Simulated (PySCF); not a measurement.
## Working out the ionisation energy of I

I [Kr] 4d10 5s2 5p5 (2P) → I⁺ [Kr] 4d10 5s2 5p4 (3P). All numbers are calculated (PySCF 2.14, a scalar-relativistic core potential, in def2-SVP with the def2 core potential (28 electrons)). Frozen: 4s2 4p6 4d10. Energies in hartree (1 hartree = 27.21139 eV):

| part | I (lower) | I⁺ (upper) |
| --- | --- | --- |
| UHF | -296.649606 | -296.297095 |
| CCSD correlation | -0.090470 | -0.074520 |
| (T) | -0.000778 | -0.000708 |

Task: What does Hartree-Fock give?

Result: (-296.297095) − (-296.649606) = 0.352511 hartree = 9.592 eV.

Task: What do CCSD and CCSD(T) give?

Result: The CCSD correlation energies differ by 0.015950 hartree = 0.434 eV and the triples by 0.000070 hartree = 0.002 eV, so CCSD gives 10.026 eV and CCSD(T) 10.028 eV.

Measured between the centres of the two terms (NIST): 10.519 eV, so CCSD(T) (valence) is off by -0.491 eV.

A double-zeta basis recovers only part of the correlation energy.

What remains against the reference includes basis incompleteness, the frozen core and higher excitations.
